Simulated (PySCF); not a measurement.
# Structure from 2D NMR

Compound of formula C$_{7}$H$_{10}$N$_{2}$O. Correlations simulated from computed shifts and the bond graph:

HSQC (one-bond C–H):
```
  δH     δC
7.28  139.8
5.39   87.3
4.03   58.5
3.67   29.2
1.37    8.6
0.77    8.6
```

COSY cross peaks (H two or three bonds apart, from the bond graph; peaks can be absent where the dihedral angle is near 90°):
```
  δH    δH
7.28  5.39
3.67  1.37
3.67  0.77
1.37  0.77
```

HMBC (two and three bonds, from the bond graph):
```
  δH            δC
7.28   162.7, 87.3
5.39  162.7, 139.8
4.03         162.7
3.67    162.7, 8.6
1.37     29.2, 8.6
0.77     29.2, 8.6
```

Carbons without hydrogens: δ 162.7.

- geometry: GFN2-xTB
- σ from GIAO-PBE0/pcSseg-1
- run in PySCF 2.14
- equivalent nuclei averaged, single conformer, gas phase, non-relativistic Hamiltonian

Chemical shifts δ = σref − σ; TMS for ¹H (31.72 ppm) and ¹³C (186.93 ppm), all at this level.

Exchangeable hydrogens are left out of these lists.

Q: Which molecule is this?

A: `COc1ccnn1C1CC1`.

Mapped SMILES: `[CH3:1][O:2][c:3]1[cH:4][cH:5][n:6][n:7]1[CH:8]1[CH2:9][CH2:10]1`; H(Xn) means a hydrogen on atom n. Ha(C9), Ha(C10) are cis to N7 on the ring; Hb(C9), Hb(C10) are trans to N7 on the ring.

δC 162.7 is C3, an aromatic carbon bearing oxygen. δC 139.8 is C5, an aromatic CH next to a ring nitrogen (δH 7.28). δC 87.3 is C4, an aromatic CH (δH 5.39). δC 58.5 is C1, a methyl carbon bonded to O (δH 4.03). δC 29.2 is C8, a three-membered-ring carbon (δH 3.67). δC 8.6 is C9/C10, a three-membered-ring carbon (δH 1.37, 0.77). HMBC from δH 7.28 reaches the proton-free carbon C3. HMBC from δH 5.39 reaches the proton-free carbon C3. HMBC from δH 4.03 reaches the proton-free carbon C3. HMBC from δH 3.67 reaches the proton-free carbon C3. COSY links 7.28–5.39, 3.67–1.37, 3.67–0.77, 1.37–0.77.

This is the structure that produced the data.

Shifts are as computed. Against solution values, carbons near 30 ppm lie about +3 ppm off and those near 130 ppm about +5 ppm. Of 1211 compounds with measured shifts, 218 miss one by over three times the rms of a fit or turn the order of signals round; such compounds aren't used in these exercises.
